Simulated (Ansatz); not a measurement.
Reactions of F2HInO, SMILES `[OH][In]([F])[F]`.

Program: Ansatz. Geometries: PBE0-D4/def2-TZVP. ΔE: electronic, gas phase. CCSD(T)/CBS is the MP2 limit (def2-TZVPP, def2-QZVPP) plus CCSD(T) − MP2 in def2-TZVPP, frozen cores. This one scheme is used for every species, atoms too. No spin–orbit coupling; open shells (•) take unrestricted orbitals. Spin–orbit coupling would lower the free atoms: a little for F, O; strongly for In. def2 core potentials past Kr. For Br, In outer-core shells are correlated without core-valence functions, so the limit isn't a true one: a few kJ/mol of doubt a bond, and 10 to 20 or more in all where bonds break to atoms. Scalar relativity is left out up to krypton. Each species was taken in one conformer, which may not be the lowest.

(1) Order these by ΔE at CCSD(T)/CBS, lowest first. (Estimate.)
A. `[OH][In]([F])[F]` + HBr → `[OH][In]([F])[Br]` + H–F
B. `[OH][In]([F])[F]` + CH₄ → `[CH3][In]([OH])[F]` + H–F
C. `[OH][In]([F])[F]` + H₂S → `[OH][In]([F])[SH]` + H–F
D. `[OH][In]([F])[F]` + `N=C=O` → `O=C=[N][In]([F])[F]` + H₂O
E. `[OH][In]([F])[F]` + H₂ → `[OH][InH][F]` + H–F
F. `[OH][In]([F])[F]` → 2 F• + H• + In• + O•
G. `[OH][In]([F])[F]` + dimethylamine → `C[N](C)[In]([OH])[F]` + H–F
H. `[OH][In]([F])[F]` → F• + `[OH][In][F]`•

Largest T1 diagnostic: 0.021, for `[OH][In][F]`•.

## Answers

(1) A (-0.91 eV), C (-0.55 eV), D (-0.34 eV), E (+0.15 eV), G (+0.28 eV), B (+0.48 eV), H (+4.72 eV), F (+16.70 eV).
